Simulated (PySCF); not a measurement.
BI₂, SMILES I[B]I, multiplicity 2.

Geometry optimised at PBE0-D3(BJ)/def2-TZVP. The isomer is the one that the SMILES or the coordinates give; other isomers of the formula were not compared. The def2 effective core potentials stand for the cores of I; spin–orbit coupling is left out.

These are TDA-B3LYP/def2-SVPD run with PySCF 2.14.0 values and carry that method's errors.

Vertical excitations. 

Estimate the UV-visible absorptions. (An estimate is asked for; the answer gives what the named calculation found.)


```
state    energy (eV)  λ (nm)      f                                                    main pairs
-------  -----------  ------  -----  ------------------------------------------------------------
root 1          1.58     786  0.001                                              α HOMO→LUMO 98 %
root 2          3.78     328  0.001                          α HOMO−2→LUMO 12 %, β HOMO→LUMO 87 %
root 3          3.78     328  0.003                                            α HOMO→LUMO+1 95 %
root 4          3.80     326  0.000                                            α HOMO−1→LUMO 95 %
root 5          4.03     308  0.010     α HOMO−2→LUMO 60 %, β HOMO−1→LUMO+1 29 %, β HOMO→LUMO 9 %
root 6          4.08     304  0.000                                            β HOMO−1→LUMO 97 %
root 7          4.23     293  0.000                                            β HOMO→LUMO+1 96 %
root 8          4.53     274  0.004  α HOMO−3→LUMO 52 %, β HOMO−2→LUMO 34 %, β HOMO−3→LUMO+1 12 %
root 9          4.75     261  0.003  α HOMO−4→LUMO 27 %, β HOMO−3→LUMO 61 %, β HOMO−2→LUMO+1 10 %
root 10         4.76     260  0.001   α HOMO→LUMO+2 47 %, α HOMO−2→LUMO 9 %, β HOMO−1→LUMO+1 36 %
```
Unrestricted roots are not spin-pure.
